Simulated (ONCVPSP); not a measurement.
## W (Z = 74): one change to an ONCV potential, before and after

* Element: tungsten
* Generator: ONCVPSP 4.0.1
* Type: optimised norm-conserving Vanderbilt (ONCV)
* Functional: PBEsol
* Relativity: scalar-relativistic
* Frozen core: [Kr] 4d10 4f14
* Valence charge: 14
* Reference configuration: 5s2 5p6 5d4 6s1 (charge +1)
* Partial waves: 5s+6s: rc 1.75 bohr, ncon 4, nbas 7, qcut 8.5 1/bohr, 2 projectors; 5p: rc 1.75 bohr, ncon 3, nbas 6, qcut 7.9 1/bohr, 2 projectors, debl 3.3 Ha; 5d: rc 2.10 bohr, ncon 4, nbas 9, qcut 7.4 1/bohr, 2 projectors, debl 0.8 Ha
* Local potential: polynomial inside 1.70 bohr (lpopt 5, dvloc0 -1 Ha)
* Core correction: Teter function, fcfact 1.5, rcfact 1.1

All-electron outer shells of the reference configuration (PBEsol, scalar-relativistic, ld1.x):

```json
{"shell": "5s", "level (eV)": "-86.62", "outermost node (bohr)": "0.53", "outermost maximum (bohr)": "0.96"}
{"shell": "5p", "level (eV)": "-50.75", "outermost node (bohr)": "0.57", "outermost maximum (bohr)": "1.09"}
{"shell": "4f", "level (eV)": "-40.74", "outermost node (bohr)": "–", "outermost maximum (bohr)": "0.43"}
{"shell": "6s", "level (eV)": "-12.22", "outermost node (bohr)": "1.28", "outermost maximum (bohr)": "2.58"}
{"shell": "5d", "level (eV)": "-11.77", "outermost node (bohr)": "0.63", "outermost maximum (bohr)": "1.49"}
```

Change: d: rc 2.9.

Cutoffs: the cutoffs (Ha) at which the residual kinetic energy of the hardest occupied pseudo-wave falls to 1 and 0.1 mHa per electron; they do not see the model core or the augmentation charge, which bear on the density cutoff. Errors are all-electron minus pseudo energies relative to the spin-unpolarised reference configuration.

Task: How do hardness, ghosts and transferability respond?

Result: The potential gets neither clearly harder nor softer (22 Ha and 26 Ha → 22 Ha and 26 Ha); the s channel sets the loose cutoff, while the largest relative change is in d, which becomes softer; of the 4 tests that both files solve, the error grows in 1 and shrinks in 2 by more than 15 % and 0.3 meV (median size 3.3 → 3.1 meV); neither file shows a bound ghost.

```csv
quantity,base,changed
"cutoff, loose",22 Ha,22 Ha
"cutoff, tight",26 Ha,26 Ha
loose cutoff by channel,"s 22 Ha, p 18 Ha, d 15 Ha","s 22 Ha, p 18 Ha, d 13 Ha"
bound ghosts,none,none
GHOST(+) flags under 300 eV,s at 280.2 eV,s at 280.2 eV
"error for 5s2 5p6 5d4 6s2, meV [ΔE -8.93 eV]",+3.0,+3.7
"error for 5s2 5p6 5d4 6s0, meV [ΔE 15.70 eV]",-3.6,-3.3
"error for 5s2 5p6 5d3 6s0, meV [ΔE 41.10 eV]",-10,-2.9
"error for 5s2 5p6 5d5 6s1, meV [ΔE -7.38 eV]",-2.3,+0.4
s: phases at 1.77 bohr within 0.05 rad from the reference energy up to (Ha; the scan ends near 5),to the end of the scan,to the end of the scan
p: phases at 1.77 bohr within 0.05 rad from the reference energy up to (Ha; the scan ends near 5),to the end of the scan,to the end of the scan
"rms error of d²Exc/dni dnj with the model core, mHa",4.66,4.69
```
